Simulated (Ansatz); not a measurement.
The same ligand exchange along the group B, Al, In.

Computed with Ansatz on PBE0-D4/def2-TZVP structures; ΔE is electronic, products minus reactants. CCSD(T)/CBS is the MP2 limit (def2-TZVPP, def2-QZVPP) plus CCSD(T) − MP2 in def2-TZVPP, frozen cores. DFT in def2-TZVPP. Elements past krypton have def2 core potentials. For Ge, In outer-core shells are correlated without core-valence functions, which leaves a few kJ/mol of doubt a bond. Scalar relativity is left out up to krypton. One conformer a species, not always the lowest.

```json
{"reaction": "`FB(O[SiH3])O[SiH3]` + `[OH][GeH2][OH]` → `[OH][GeH2][O][SiH3]` + `OB(F)O[SiH3]`", "ωB97M-V (kJ/mol)": "-20", "CCSD(T)/CBS(def2) (kJ/mol)": "-20"}
{"reaction": "`[F][Al]([O][SiH3])[O][SiH3]` + `[OH][GeH2][OH]` → `[OH][GeH2][O][SiH3]` + `[OH][Al]([F])[O][SiH3]`", "ωB97M-V (kJ/mol)": "3", "CCSD(T)/CBS(def2) (kJ/mol)": "3"}
{"reaction": "`[F][In]([O][SiH3])[O][SiH3]` + `[OH][GeH2][OH]` → `[OH][GeH2][O][SiH3]` + `[OH][In]([F])[O][SiH3]`", "ωB97M-V (kJ/mol)": "-9", "CCSD(T)/CBS(def2) (kJ/mol)": "-7"}
```

Largest T1 diagnostic: 0.017, for `[OH][In]([F])[O][SiH3]`.
